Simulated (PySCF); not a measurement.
## Levels of Tc³⁰⁺ from EOM-EA-GCCSD

Reference: closed-shell Tc³¹⁺, [Ne] 3s2; one electron is added. Calculated with PySCF 2.14, two-component X2C-1e with screened spin-orbit coupling, an even-tempered Gaussian basis (18 s from 1.8 bohr⁻², ratio 2.6; 13 p from 2.3 bohr⁻², ratio 2.6; 6 d from 2.4 bohr⁻², ratio 2.8; 4 f from 34 bohr⁻², ratio 2.8); frozen 1s2; the 48 highest virtual spinors dropped; of the others 56 kept and the rest restored at second order. No Breit or QED terms. Binding energies in eV.

```
level  Koopmans  second order  EOM-CCSD
3p1/2    1703.4        1705.3    1705.0
3p3/2    1674.1        1676.3    1676.2
3d3/2    1561.9   near a pole    1560.5
3d5/2    1556.1   near a pole    1551.6
```

Electric-dipole lines between these computed levels:

| lower | upper | ΔE (eV) | vacuum wavelength (nm) |
| --- | --- | --- | --- |
| 3p1/2 | 3d3/2 | 144.54 | 8.578 |
| 3p3/2 | 3d3/2 | 115.70 | 10.72 |
| 3p3/2 | 3d5/2 | 124.60 | 9.950 |

In EOM-CCSD the overlap with the one-orbital guess is low for 3d3/2 (weight 0.68), 3d5/2 (weight 0.81). That can mean mixing with two-particle, one-hole states, where second order and EOM-CCSD lose accuracy, or only a rotation among the degenerate components of the shell; the terms of those configurations are not listed.

For comparison, the ionisation energy of Tc³⁰⁺ is 1689 ± 8 eV (semi-empirical (NIST evaluation); NIST Atomic Spectra Database, ionization energies).

Only part of the computed levels is shown.
